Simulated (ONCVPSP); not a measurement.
**argon: one change to an ONCV potential, before and after**

```json
{"Element": "argon (Ar)", "Generator": "ONCVPSP 4.0.1", "Type": "optimised norm-conserving Vanderbilt (ONCV)", "Functional": "PBE", "Relativity": "scalar-relativistic", "Frozen core": "[Ne]", "Valence charge": "8", "Reference configuration": "3s2 3p6", "Partial waves": "3s: rc 1.30 bohr, ncon 3, nbas 6, qcut 4.5 1/bohr, 1 projector; 3p: rc 1.20 bohr, ncon 3, nbas 7, qcut 7.3 1/bohr, 1 projector; d scattering state at 0.4 Ha: rc 1.40 bohr, ncon 4, nbas 9, qcut 7.1 1/bohr, 2 projectors, debl 3.3 Ha", "Local potential": "polynomial inside 1.20 bohr (lpopt 5, dvloc0 0 Ha)", "Core correction": "Teter function fitted to the true core (icmod 2), fcfact 0.7"}
```

All-electron outer shells of the reference configuration (PBE, scalar-relativistic, ld1.x):

```
shell  level (eV)  outermost node (bohr)  outermost maximum (bohr)
   2s     -296.99                   0.12                      0.34
   2p     -229.89                      –                      0.28
   3s      -24.29                   0.52                      1.17
   3p      -10.27                   0.49                      1.30
```

Change: core correction Teter function fitted to the true core (icmod 2), fcfact 0.86.

Cutoffs: the cutoffs (Ha) at which the residual kinetic energy of the hardest occupied pseudo-wave falls to 1 and 0.1 mHa per electron; they do not see the model core or the augmentation charge, which bear on the density cutoff. Errors are all-electron minus pseudo energies relative to the spin-unpolarised reference configuration.

Problem. Predict the effect on cutoff, ghosts and configuration errors.

Solution. The potential gets neither clearly harder nor softer (48 Ha and 82 Ha → 48 Ha and 82 Ha); the errors of the 4 common tests hardly move; neither file shows a bound ghost. A model core, the more so a compact one, raises the density cutoff, which this test does not measure.

```csv
quantity,base,changed
"cutoff, loose",48 Ha,48 Ha
"cutoff, tight",82 Ha,82 Ha
bound ghosts,none,none
GHOST(+) flags under 300 eV,none,none
"error for 3s2 3p5, meV [ΔE 16.06 eV]",+5.7,+5.6
"error for 3s2 3p4, meV [ΔE 44.72 eV]",+42,+41
"error for 3s2 3p3, meV [ΔE 87.30 eV]",+143,+143
"error for 3s1 3p6, meV [ΔE 30.67 eV]",-2.6,-2.7
s: phases at 1.32 bohr within 0.05 rad from the reference energy up to (Ha; the scan ends near 5),1.3,1.3
p: phases at 1.22 bohr within 0.05 rad from the reference energy up to (Ha; the scan ends near 5),4.1,4.1
d: phases at 1.43 bohr within 0.05 rad from the reference energy up to (Ha; the scan ends near 5),to the end of the scan,to the end of the scan
"rms error of d²Exc/dni dnj with the model core, mHa",0.58,0.58
```
